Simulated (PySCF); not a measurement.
Computed shifts of a molecule C₄H₇Cl, PySCF with PBE/pcSseg-1, GIAO, gas phase, atoms alike by connectivity averaged where their shifts nearly agree, in ppm (number of nuclei): ¹³C: 144.0 (1), 134.7 (1), 29.6 (1), 19.5 (1). ¹H: 6.48 (1), 6.25 (1), 3.32 (1), 2.45 (1), 1.54 (3). References: ¹³C against TMS (σ = 182.0 ppm); ³⁵Cl against HCl (σ = 936.5 ppm); ¹H against TMS (σ = 31.49 ppm), references at their B3LYP-D3(BJ)/def2-TZVP geometries, non-relativistic (without spin–orbit terms, shifts of atoms bonded to Cl or Br come out too high). Geometry optimised at PBE-D3(BJ)/def2-SVP. Other conformers were not sampled.

Question: Which structure fits?
A. CC/C=C\Cl
B. CC(C)=CCl
C. C/C=C(\C)Cl
D. C=CCCCl

Answer: A, CC/C=C\Cl
